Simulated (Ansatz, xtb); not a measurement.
## C5H2ClNO: 3 structures ranked

3 gas-phase structures of C5H2ClNO, from a drawn sample of its isomers (lower ones may exist). Each was relaxed with GFN2-xTB:

A. `C#Cc1cnoc1Cl`, a singlet
B. `C#Cc1cnc(Cl)o1`, a singlet
C. `C#Cc1ocnc1Cl`, a singlet

Make a reasoned guess at their ranking by r2SCAN-D4/def2-SVP//GFN2-xTB single-point energy.

Calculated order at r2SCAN-D4/def2-SVP//GFN2-xTB: C (0.0), B (3.2), A (108.7) kJ/mol. Less than 1 kcal/mol parts C and B, so the order within that pair means little.

Energies above the lowest of each column, in kJ/mol; the last columns are at r2SCAN-D4/def2-SVP geometries and were run for some of them only (a dash: not run or not comparable):

| structure | GFN2-xTB | HF/STO-3G | r2SCAN-D4/def2-SVP//GFN2-xTB | r2SCAN-D4/def2-SVP | CCSD(T)/def2-SVP + ΔMP2/def2-TZVPP |
| --- | --- | --- | --- | --- | --- |
| C | 0.0 | 0.0 | 0.0 | 0.0 | 0.0 |
| B | 1.0 | 3.8 | 3.2 | 3.2 | 3.5 |
| A | 117.5 | 55.9 | 108.7 | – | – |

Every level run on C puts it lowest or level with the lowest. Some further structures that were screened fall inside this span and aren't listed. Frequencies (GFN2-xTB) were run for B, C alone. ΔMP2 is the change of the MP2 energy from the smaller to the larger basis.

Programs: Ansatz 0.2.0, xtb 6.7.1.
